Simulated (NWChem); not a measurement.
Molecule: CH₂ClFO₂Si; SMILES O1CO[Si]1(Cl)F

```xyz
8

F      1.8600    -0.2690     0.0000
Si     0.2817    -0.0181     0.0000
Cl    -0.5825    -1.8436     0.0000
O     -0.2706     1.0995    -1.1039
C     -0.6726     1.9110     0.0000
O     -0.2706     1.0995     1.1039
H     -0.1358     2.8744     0.0000
H     -1.7642     2.0676     0.0000
```
Atoms are numbered in this order, from 1.

Program: NWChem. Pople sets run with spherical d functions. STO-3G and 3-21G are far too small for this property and stand as cheap habits. Structure relaxed at the PBE0/def2-SVP level. Field at 589 nm.

```tsv
level	isotropic polarisability (bohr³)	anisotropy (bohr³)
B3LYP/STO-3G	…	22.1
B3LYP/6-31G*	40.8	22.4
B3LYP/def2-SVP	39.5	21.1
B3LYP/def2-SVPD	53.0	18.6
```

### Question
What belongs in the gaps?

### Answer

- B3LYP/STO-3G, isotropic polarisability (bohr³): 23.1
